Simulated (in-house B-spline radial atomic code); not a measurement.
RPBE excitations of Br⁵⁺

Method: RPBE. Computed with a B-spline radial code for spherical atoms: linear response of the closed shell [Ar] 3d10 4s2 with the functional's adiabatic kernel; non-relativistic, point nucleus, no spin-orbit coupling, no double excitations, S, P, D and F terms only; shells from n = 2 respond. Only terms of natural parity with L up to 3 were computed.

Without relativity these are model numbers for so heavy an element.

Command:
```bash
python run_td.py task.json out
```
Settings (radii: box in bohr, nucleus in fm):
```
Z                        35
electrons                30
configuration            [Ar] 3d10 4s2
hamiltonian              nr
method                   rpbe,pbe
box_radius               16.35
intervals                54
```

Cost of the run: 1.3 s on 1 thread of Arm Neoverse N1 (shared host).

The lowest states, in the order of their Tamm-Dancoff energies; the method's threshold (minus the highest occupied level) is 79.54 eV. Labels give the largest channel, * marks a mixed state, and oscillator strengths are full-response dipole values. Semilocal kernels can invert the small singlet-triplet splittings of Rydberg terms. Energies in eV:

```csv
state,full response,Tamm-Dancoff,oscillator strength
4s → 4p 3P,12.341,12.553,-
4s → 4p 1P,?,?,?
4s → 4d 3D,34.88,34.96,-
4s → 4d 1D,36.77,36.79,-
4s → 5s 3S,43.13,43.14,-
4s → 5s 1S,44.17,44.22,-
4s → 5p 3P,48.30,48.32,-
4s → 5p 1P,?,?,?
4s → 4f 3F,52.50,52.54,-
4s → 4f 1F,53.02,53.03,-
4s → 5d 3D,56.57,56.58,-
4s → 5d 1D,56.95,56.96,-
4s → 6s 3S,59.56,59.56,-
4s → 6s 1S,59.83,59.85,-
4s → 6p 3P,61.78,61.79,-
4s → 6p 1P,61.92,61.93,0.0332
```

Q: Where does 4s → 5p 1P lie?

A: At 48.80 eV in full response, 48.85 eV in Tamm-Dancoff, oscillator strength 0.0789.

Q: Where does 4s → 4p 1P lie?

A: At 17.934 eV in full response, 18.596 eV in Tamm-Dancoff, oscillator strength 1.52.

Q: How large is the singlet-triplet splitting of 4s → 4p (P terms) in Tamm-Dancoff?

A: 6.04 eV, from the unrounded values.

Q: What polarisabilities and dispersion coefficient does the method give?

A: Dipole 3.865 bohr³, quadrupole 5.362 bohr⁵, C6 8.729 hartree·bohr⁶ for two such species.
